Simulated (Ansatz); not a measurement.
Process, species as SMILES: C[SiH2]B(O)O + H+ → C[SiH2]B(O)[OH2+]
Geometries: B3LYP-D3(BJ)/def2-TZVP minima from Ansatz (an electronic-structure program), one conformer each, not searched for the lowest. Frequencies are from Ansatz.
Geometry of the first species:
```
Si
H 1 1.4863
H 1 1.4863 2 107.24
C 1 1.8886 2 109.17 3 -118.15
H 4 1.0911 1 111.28 2 58.47
H 4 1.0928 5 107.45 1 -121.93
H 4 1.0928 5 107.45 6 -116.15
B 1 2.0350 2 110.24 3 120.03
O 8 1.3612 1 119.04 2 -59.10
H 9 0.9670 8 112.88 1 180.00
O 8 1.3731 9 117.44 10 0.00
H 11 0.9610 8 114.50 9 -180.00
```
Charge 0, spin multiplicity 1.

Wanted: proton affinity (enthalpy at 298 K, with B3LYP-D3(BJ) rigid-rotor harmonic-oscillator terms), positive where the reaction releases energy, in kcal/mol. Cores are frozen in the correlated levels unless marked. Spin-orbit coupling is left out. No relativistic terms. Basis-set limits of correlation are two-point, X^-3; Hartree-Fock from the larger set.

```
level                          program  proton affinity (kcal/mol)
----------------------  --------------  --------------------------
HF/STO-3G                       Ansatz                       246.8
HF/6-31G*                       Ansatz                       184.7
PBE/def2-TZVPD                  Ansatz                       180.9
PBE-D4/def2-TZVPD       Ansatz + dftd4                       180.6
BLYP-D3(BJ)/def2-TZVPD  Ansatz + dftd3                       181.5
B3LYP/def2-TZVPD                Ansatz                       182.0
PBE0-D3(BJ)/def2-TZVP   Ansatz + dftd3                       183.5
```

Question: What does CCSD(T)/CBS(cc-pV(T+d)Z,cc-pV(Q+d)Z) (Ansatz) give?

Answer: 182.1 kcal/mol
